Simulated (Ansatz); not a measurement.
Job for Ansatz (a first-principles code): R-PBE0/def2-TZVPP on MgCl-, 2S+1 = 1, a spin state set in the input, which need not be the lowest. Charge -1.

Ansatz 0.2 input:
```yaml
crystal:
  periodic: [false, false, false]
  atoms:
    - {symbol: Mg, position_ang: [0.00000000, 0.00000000, 0.00000000]}
    - {symbol: Cl, position_ang: [0.00000000, 0.00000000, 2.30800000]}
basis:
  gaussian:
    orbitals: def2-TZVPP
hamiltonian:
  xc: {name: PBE0}
total_charge: -1
relax: {f_tol: 0.002, max_steps: 120}
```

Output:

```
WARN ansatz: RAYON_NUM_THREADS=2 ignored (pool sized by the plan → 2); use --threads N
Functional definition: PBE0
integrals: 0.02 GiB planned
613 factors; their error is unknown
mean field: 0.17 GiB planned
mean field evaluation 1: about -17961.3651 eV, gradient 2.5e1 eV
mean field evaluation 2: about -17961.4807 eV, gradient 2.8e1 eV
mean field evaluation 4: about -17963.0590 eV, gradient 4.1e-1 eV
mean field evaluation 8: about -17963.1137 eV, gradient 1.0e-2 eV
mean field -17963.11368092 eV, -660.1322519380 hartree, gradient 2.2e-5 eV, S^2 0.000000; 0 other end points of the search recorded, 0 dependent functions left out
the calculation of the forces begins
reference -17963.11370365 eV, -660.1322527733 hartree; 15, 15 occupied and 59, 59 virtual orbitals, 613 factors
relax step   1: F+E_penalty+E_count = -17963.11368092 eV  Δ(F+E_penalty+E_count) = +0.000e0 eV  max|allowed force component| = 4.756e-1 eV/Å  Δτ_max = 0.0000 Å  (24 SCF iters, accepted)
these checks for a lower state are left out or cut short: starts, cluster_reference, orbital_swaps, neighbouring_geometries, increment
integrals: 0.02 GiB planned
613 factors; their error is unknown
mean field: 0.17 GiB planned
mean field evaluation 16: about -17963.0728 eV, gradient 1.8e-3 eV
mean field -17963.12676860 eV, -660.1327329014 hartree, gradient 2.1e-5 eV, S^2 0.000000; 0 other end points of the search recorded, 0 dependent functions left out
the calculation of the forces begins
reference -17963.12679126 eV, -660.1327337340 hartree; 15, 15 occupied and 59, 59 virtual orbitals, 613 factors
relax step   2: F+E_penalty+E_count = -17963.12676860 eV  Δ(F+E_penalty+E_count) = -1.309e-2 eV  max|allowed force component| = 2.418e-1 eV/Å  Δτ_max = 0.0184 Å  (25 SCF iters, accepted)
these checks for a lower state are left out or cut short: starts, cluster_reference, orbital_swaps, neighbouring_geometries, increment
integrals: 0.02 GiB planned
613 factors; their error is unknown
mean field: 0.17 GiB planned
mean field -17963.13205823 eV, -660.1329272918 hartree, gradient 2.2e-5 eV, S^2 0.000000; 0 other end points of the search recorded, 0 dependent functions left out
the calculation of the forces begins
reference -17963.13208081 eV, -660.1329281216 hartree; 15, 15 occupied and 59, 59 virtual orbitals, 613 factors
relax step   3: F+E_penalty+E_count = -17963.13205823 eV  Δ(F+E_penalty+E_count) = -5.290e-3 eV  max|allowed force component| = 2.411e-2 eV/Å  Δτ_max = 0.0204 Å  (25 SCF iters, accepted)
these checks for a lower state are left out or cut short: starts, cluster_reference, orbital_swaps, neighbouring_geometries, increment
integrals: 0.02 GiB planned
613 factors; their error is unknown
mean field: 0.17 GiB planned
mean field -17963.13211871 eV, -660.1329295142 hartree, gradient 4.5e-5 eV, S^2 0.000000; 0 other end points of the search recorded, 0 dependent functions left out
the calculation of the forces begins
reference -17963.13214127 eV, -660.1329303436 hartree; 15, 15 occupied and 59, 59 virtual orbitals, 613 factors
relax step   4: F+E_penalty+E_count = -17963.13211871 eV  Δ(F+E_penalty+E_count) = -6.047e-5 eV  max|allowed force component| = 6.744e-5 eV/Å  Δτ_max = 0.0025 Å  (19 SCF iters, accepted)
integrals: 0.02 GiB planned
613 factors; their error is unknown
mean field: 0.17 GiB planned
mean field evaluation 32: about -17963.0782 eV, gradient 5.2e-2 eV
mean field -17963.13211871 eV, -660.1329295142 hartree, gradient 4.5e-5 eV, S^2 0.000000; 1 other end points of the search recorded, 0 dependent functions left out
the calculation of the forces begins
reference -17963.13214127 eV, -660.1329303436 hartree; 15, 15 occupied and 59, 59 virtual orbitals, 613 factors
Total energy: -17963.13214127 eV, -660.1329303436 hartree
Atom 0 at    -0.000000    -0.000000    -0.041346 Å, force     0.000000     0.000000     0.000067 eV/Å
Atom 1 at     0.000000     0.000000     2.349346 Å, force    -0.000000    -0.000000    -0.000067 eV/Å
Dipole moment:    -0.000000    -0.000000     0.744992 e Å
```

Self-consistency was reached.

Cost: about 3 core-seconds (a rough figure).
